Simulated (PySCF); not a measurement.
Structure from 2D NMR

Compound of formula C₅H₆N₂Si. Correlations simulated from computed shifts and the bond graph:

HSQC (one-bond C–H):
```
  δH     δC
7.37  133.3
6.76  134.9
6.57  118.0
```

COSY cross peaks (H two or three bonds apart, from the bond graph; peaks can be absent where the dihedral angle is near 90°):
```
  δH    δH
7.37  6.57
6.76  6.57
```

HMBC (two and three bonds, from the bond graph):
```
  δH                          δC
7.37  134.9, 119.7, 118.0, 112.5
6.76         133.3, 118.0, 112.5
6.57         134.9, 133.3, 112.5
5.16                134.9, 112.5
```

Carbons without hydrogens: δ 119.7, 112.5.

One conformer, no solvent model, non-relativistic, equivalent nuclei averaged. Shieldings: GIAO PBE0/pcSseg-1; geometry: GFN2-xTB; PySCF 2.14.0 with density-fitted response routines.

Chemical shifts δ = σref − σ; TMS for 1H (σ = 31.72 ppm) and 13C (σ = 186.93 ppm), all at this level.

Exchangeable hydrogens are left out of these lists.

Task: Work out the connectivity.

Result: `N#Cc1cccn1[SiH3]`.

Structure with atom numbers: `[N:1]#[C:2][c:3]1[cH:4][cH:5][cH:6][n:7]1[SiH3:8]` (H(Xn): hydrogen on atom n).

δC 134.9 is C6, an aromatic CH next to a ring nitrogen (δH 6.76). δC 133.3 is C4, an aromatic CH (δH 7.37). δC 119.7 is C2, a nitrile carbon. δC 118.0 is C5, an aromatic CH (δH 6.57). δC 112.5 is C3, a substituted aromatic carbon next to a ring nitrogen. HMBC from δH 7.37 reaches the proton-free carbons C2, C3. HMBC from δH 6.76 reaches the proton-free carbon C3. HMBC from δH 6.57 reaches the proton-free carbon C3. HMBC from δH 5.16 reaches the proton-free carbon C3. COSY links 7.37–6.57, 6.76–6.57.

This is the structure that produced the data.

Shifts are as computed. Against solution values, carbons near 30 ppm lie about +3 ppm off and those near 130 ppm about +5 ppm. Of 1211 compounds with measured shifts, 218 miss one by over three times the rms of a fit or turn the order of signals round; such compounds aren't used in these exercises.
